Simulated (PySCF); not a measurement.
3-pyridine carbaldehyde, C6H5NO.
Numbering: `[O:1]=[CH:2][c:3]1[cH:4][cH:5][cH:6][n:7][cH:8]1` (hydrogens: H9 on C2; H10 on C4; H11 on C5; H12 on C6; H13 on C8)

Computed with PySCF at CAM-B3LYP/def2-SVPD, non-relativistic, on one gas-phase PBE0-D3(BJ)/def2-SVP geometry that isn't relaxed in the solvent. The solvent is an IEF-PCM continuum (van der Waals radii × 1.2), and excitations are vertical TDDFT with non-equilibrium linear response and a frozen core. Only the electrostatic response of the medium enters.

Gas-phase singlets (H = HOMO, L = LUMO):

```csv
state,E (eV),λ (nm),f,leading configurations
S1,3.820,325,0.000,"H→L 68%, H-2→L 21%"
S2,4.666,266,0.001,"H-2→L 66%, H→L 25%"
S3,5.139,241,0.003,"H→L+1 71%, H-2→L+1 27%"
S4,5.223,237,0.123,"H-1→L 64%, H-1→L+1 14%"
S5,5.689,218,0.170,"H-3→L 53%, H-1→L 27%"
```

Q: What are the lowest 5 singlets in chloroform (ε = 4.711)?

A: 
```csv
state,E (eV),λ (nm),f,leading configurations,change by rank (eV)
S1,3.921,316,0.000,"H→L 64%, H-2→L 25%",+0.101
S2,4.753,261,0.001,"H-2→L 62%, H→L 29%",+0.087
S3,5.133,242,0.223,"H-1→L 77%, H-1→L+1 9%",-0.006
S4,5.273,235,0.004,"H→L+1 73%, H-2→L+1 25%",+0.050
S5,5.606,221,0.180,"H-3→L 62%, H-1→L+1 20%",-0.083
```

Q: The ground-state energy changes by -0.229 eV from gas to chloroform. By how much does the total energy of gas-phase S1 change?

A: E(S1) = E(S0) + excitation energy, so it changes by -0.229 + 0.101 = -0.128 eV: it is lowered less than the ground state, which is what a blue shift means. This is the vertical state, with the slow part of the continuum still set for S0.

Q: How do the frontier levels move from gas to chloroform?

A: 
| orbital | gas (eV) | solvent (eV) | change (eV) | Löwdin shares, gas | Löwdin shares, solvent |
| --- | --- | --- | --- | --- | --- |
| LUMO+2 | 1.29 | 1.48 | +0.19 | C6 14 %, C5 14 %, C8 13 %, C2 12 % | C2 16 %, C8 14 %, C6 12 %, C4 11 % |
| LUMO+1 | -0.11 | 0.05 | +0.16 | C8 23 %, C5 18 %, N7 18 %, C4 16 % | C8 23 %, N7 18 %, C5 18 %, C4 16 % |
| LUMO | -1.22 | -1.12 | +0.10 | C2 20 %, O1 18 %, C6 15 %, C4 12 % | C2 20 %, O1 18 %, C6 14 %, C4 12 % |
| HOMO | -9.15 | -9.15 | 0.00 | N7 32 %, O1 30 %, C2 8 %, C3 8 % | N7 34 %, O1 28 %, C3 8 %, C2 8 % |
| HOMO-1 | -9.40 | -9.24 | +0.16 | C3 20 %, C6 19 %, C8 18 %, C5 18 % | C3 20 %, C5 19 %, C6 19 %, C8 18 % |
| HOMO-2 | -9.66 | -9.64 | +0.02 | O1 32 %, N7 27 %, C2 9 %, C8 6 % | O1 34 %, N7 24 %, C2 10 %, H9 6 % |
| HOMO-3 | -10.09 | -9.96 | +0.13 | C4 27 %, N7 23 %, C5 16 %, C3 11 % | C4 27 %, N7 23 %, C5 15 %, C3 12 % |

The HOMO–LUMO gap goes from 7.92 to 8.03 eV.

The values belong to the conformer `[O:1]=[CH:2][c:3]1[cH:4][cH:5][cH:6][n:7][cH:8]1`: O1–C2–C3–C4 -1°.
